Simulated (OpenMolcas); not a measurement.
**Mo²⁺: effect of the active space**

| Property | Result |
| --- | --- |
| Program | OpenMolcas |
| Method | MS-CASPT2 or its RAS form, IPEA 0.25 Eh, imaginary shift 0.1 Eh |
| Basis | ANO-RCC-VQZP |
| Scalar Hamiltonian | DKH2, point nucleus |
| Spin-orbit coupling | state interaction with AMFI integrals over the reference wave functions, term energies averaged over their components |

A. 4 electrons in 5 orbitals (4d); 2S+1 = 5 even, 5 roots; 2S+1 = 3 even, 45 roots; 2S+1 = 1 even, 50 roots; closed shells correlated: 4s 4p; CASPT2 step of the order of 90 core-seconds
B. 4 electrons in 6 orbitals (4d 5s); 2S+1 = 5 even, 15 roots; 2S+1 = 3 even, 95 roots kept (CI in the orbitals of an earlier block); 2S+1 = 1 even, 90 roots kept (CI in the orbitals of an earlier block); closed shells correlated: 4s 4p; CASPT2 step of the order of 100 core-seconds
C. 10 electrons in 8 orbitals (RAS1 4p, at most 2 holes; RAS2 4d); 2S+1 = 5 even, 5 roots; 2S+1 = 3 even, 45 roots; 2S+1 = 1 even, 50 roots; closed shells correlated: 4s; CASPT2 step about 2.1 core-minutes
D. 4 electrons in 10 orbitals (4d 5d); 2S+1 = 5 even, 5 roots; 2S+1 = 3 even, 45 roots; 2S+1 = 1 even, 49 roots; closed shells correlated: 4s 4p; CASPT2 step roughly 21 core-minutes

Energies in cm-1 above 4d4 5D0, the measured ground level; measured values from Sugar and Musgrove, J. Phys. Chem. Ref. Data 17, 155 (1988).

```tsv
Level	A	B	C	D	Measured
4d4 5D0	0.0	0.0	0.0	0.0	0.0
4d4 5D1	240	252	248	243	242
4d4 5D2	664	695	687	672	668
4d4 5D3	1216	1269	1260	1232	1224
4d4 5D4	1858	1936	1928	1888	1872
4d4 3P0(1)	11680	11600	12050	11370	11149
4d4 3P1(1)	12920	12870	13330	12610	12510
4d4 3H4	13050	13330	13150	13060	12680
4d4 3H5	13610	13930	13730	13650	13276
4d4 3H6	14110	14460	14230	14190	13811
4d4 3F3(1) [74 %]	14520	14620	14840	14410	13948
4d4 3F2(1)	14540	14610	14890	14380	13929
4d4 3P2(1)	14780	14790	15240	14480	14358
4d4 3F4(1)	14820	14970	15160	14740	14296
4d4 3G3 [74 %]	16430	16650	16740	16410	15871
4d4 3G4	16840	17090	17140	16860	16283
4d4 3G5	17220	17510	17520	17290	16714
4d4 3D3	20200	20330	20610	20140	19488
4d4 3D2	20310	20430	20700	20220	19577
4d4 1I6	20320	20620	20220	20650	20290
4d4 3D1	20620	20760	21050	20530	
4d4 1G4(1)	21450	21680	21680	21640	20612
4d4 1D2(1)	24270	24050	24430	24170	22806
4d4 1F3	27720	27790	27930	27810
```

Deviations, from unrounded energies. A percentage is the sum of absolute deviations over the sum of measured energies, with the sign that they share, or ± where signs differ.

```csv
Against measurement,Levels,A,B,C,D
mean absolute deviation (cm-1),21,450,580,680,410
fine structure of the ground term (%),4,-0.7,+3.6,+2.9,+0.7
other terms of the ground configuration (%),17,+3.5,+4.4,±5.2,+3.2
```

D lies closest to measurement on these levels and C furthest from it. The largest miss of D in the table is 4d4 1D2(1), by +1400 cm-1. The ranking rests on the paired levels alone, and a cruder setting can come out closer through cancelling errors.

The spin-orbit steps hold different terms of 4d4 (D lacks a 1S), which shifts levels as well.

The two smallest mean deviations differ by little beside CASPT2's spread within terms, so their order carries little weight.

Among A to D the level of the table that moves most is 4d4 3P2(1), by 760 cm-1 (lowest in D, highest in C). Moves below CASPT2's spread within the term are not significant.

Term energies are means over components that CASPT2 splits; among the terms shown or strongly mixed into the levels shown the widest spread is 1500 cm-1 (4d4 1I, C). The CASPT2 spread within a term exceeds the gap to the next term for 4d4 3P(1) and 4d4 3H, 4d4 1I and 4d4 3D, so the order of their levels is uncertain (figures for A; the like holds for B, C, D). Levels of configurations with an s electron are missing; early in the row they begin among the upper levels of the d shell and mix with terms of their name (holds for A). Blocks of more than 70 roots (2S+1 = 3 even, 1 even) ran without multistate coupling (holds for B). Terms from blocks run as CI alone lack orbitals of their own (holds for B). Configurations are named by rounded mean occupations; where the s occupation lies near a half they are strongly mixed, a name can repeat and a true partner stay unpaired (holds for B). Active for correlation alone: 4p; no level in the range computed is led by a configuration that opens it, so any true level of that kind is missing (holds for C). Active for correlation alone: 5d; no level in the range computed is led by a configuration that fills it, so any true level of that kind is missing (holds for D). Measured partners are found by configuration, term and J. A level has none where our copy of the source lacks it or the pairing is in doubt (some pairs that miss far off the trend of their configuration count as doubtful), and it then counts in no deviation. Only configurations of the active space appear. Levels that lie high or do not pair safely by name in every column are left out.

A share in square brackets marks a mixed level and gives the weight of the term that names it, the lowest over the columns. A number in round brackets counts repeated terms of one configuration in the order of the reference energies.
